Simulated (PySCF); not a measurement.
C4H9O, charge +1. Atoms are numbered in the order given.

```xyz
14

C      0.0336    -1.2824    -0.0351
C      1.2148    -0.3326     0.2308
C      0.7629     0.9850    -0.3620
O     -0.7130     0.9694    -0.0253
C     -1.1952    -0.4453     0.2691
H      0.0271    -1.6148    -1.0844
H      0.0658    -2.1763     0.6032
H      2.1436    -0.6772    -0.2452
H      1.4056    -0.2243     1.3094
H      0.8373     1.0299    -1.4574
H      1.1638     1.8913     0.1066
H     -1.2869     1.5056    -0.6038
H     -2.0692    -0.6211    -0.3699
H     -1.4805    -0.4168     1.3275
```
Charge +1, spin multiplicity 1.

Coordinates come from a B3LYP-D3(BJ)/def2-SVP optimisation. The isomer is the one that the SMILES or the coordinates give; other isomers of the formula were not compared. The values are those of a single conformer.

The numbers are results of PBE/pcSseg-1 (PySCF), not measurements.

GIAO shieldings, no solvent; atoms listed in one row are averaged. δ = σ(ref) − σ: ¹³C against TMS (σ = 182.0 ppm); ¹⁷O against H2O (σ = 334.3 ppm); ¹H against TMS (σ = 31.49 ppm), references at their B3LYP-D3(BJ)/def2-TZVP geometries, non-relativistic.

```csv
nucleus,atoms,count,δ (ppm)
¹³C,C5,1,95.9
¹³C,C3,1,94.1
¹³C,"C1, C2",2,32.7
¹⁷O,O4,1,82.4
¹H,H11,1,5.75
¹H,H13,1,5.60
¹H,H14,1,5.31
¹H,H12,1,5.09
¹H,H10,1,4.95
¹H,H8,1,3.24
¹H,H7,1,3.23
¹H,H9,1,2.91
¹H,H6,1,2.87
```
